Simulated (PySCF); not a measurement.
# Bonding in `S[Si@H]1C[SiH2][SiH2][SiH2]1`

Compound: CH10SSi4.
Atom-mapped SMILES: `[SH:1][Si@H:2]1[CH2:3][SiH2:4][SiH2:5][SiH2:6]1` (hydrogens: H7 on S1; H8 on Si2; H9, H10 on C3; H11, H12 on Si4; H13, H14 on Si5; H15, H16 on Si6)

Cartesian coordinates in Å at the GFN2-xTB level; atoms count from 1:
```xyz
16
CH10SSi4 angstrom
S      2.4541   -0.0902    1.4960
Si     1.5304    0.0092   -0.4738
C      0.2494   -1.4130   -0.5572
Si    -1.3406   -1.1321    0.4850
Si    -1.7847    1.1451    0.2483
Si     0.2762    1.9683   -0.5035
H      2.7057   -1.3883    1.4780
H      2.6364   -0.3065   -1.3869
H     -0.0428   -1.5247   -1.6026
H      0.7061   -2.3621   -0.2766
H     -2.3523   -2.0785   -0.0036
H     -1.0475   -1.5353    1.8659
H     -2.2501    1.7642    1.4960
H     -2.8770    1.4157   -0.6987
H      0.2525    2.4977   -1.8743
H      0.8765    3.0393    0.2968
```

Bond orders from the PBE0/pcSseg-1 density (PySCF). One conformer (not necessarily the lowest) at the GFN2-xTB geometry, without solvent, vibrations or thermal averaging.

Problem. How far do the computed orders between heavy atoms stray from the drawn ones?

Solution. The largest departure is 0.150, at Si5–Si6 (drawn single, 0.850). Drawn single, order below 0.88: Si4–Si5 (0.875) and Si5–Si6 (0.850).

Problem. Give the Mayer order of every bond, beside its length.

Solution. 
```
   bond  drawn as  length (Å)  Mayer order
 S1–Si2    single       2.178        1.009
 Si2–C3    single       1.916        0.902
 C3–Si4    single       1.922        0.887
Si4–Si5    single       2.332        0.875
Si5–Si6    single       2.343        0.850
Si6–Si2    single       2.326        0.889
  S1–H7    single       1.322        0.926
 Si2–H8    single       1.469        0.924
  C3–H9    single       1.091        0.931
 C3–H10    single       1.090        0.935
Si4–H11    single       1.469        0.945
Si4–H12    single       1.468        0.951
Si5–H13    single       1.469        0.937
Si5–H14    single       1.471        0.930
Si6–H15    single       1.470        0.927
Si6–H16    single       1.466        0.943
```

By pair of heavy elements: C–Si: all 2 within 0.02 of one another (0.887 to 0.902). Si–Si: lowest Si5–Si6 (0.850, 2.343 Å), highest Si6–Si2 (0.889, 2.326 Å).

Problem. Sum the orders of all bonds at each heavy atom with more than one neighbour and set the sums beside the valence in the SMILES.

Solution. S1 1.935 (drawn 2), Si2 3.724 (drawn 4), C3 3.655 (drawn 4), Si4 3.658 (drawn 4), Si5 3.592 (drawn 4), Si6 3.609 (drawn 4). Orders between atoms that aren't bonded are not in these sums.

The Mayer order sums products of elements of PS (density times overlap matrix) between the two atoms' basis functions, so it depends on the basis set.
